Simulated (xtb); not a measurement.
GaClBr2, SMILES [Cl][Ga]([Br])[Br]. All values are semi-empirical tight-binding results from xtb (GFN2-xTB unless named), good for trends rather than for accurate numbers. The structure is a stationary point at GFN2-xTB.

For metal compounds this method's bond lengths and energies can be far off.

Computed properties:
The point group as xtb finds it comes out as C2v, the orbital gap is 3.71 eV and the zero-point energy is 1.7 kcal/mol. The G − E(el) at 298.15 K (modified RRHO) is -19.6 kcal/mol.
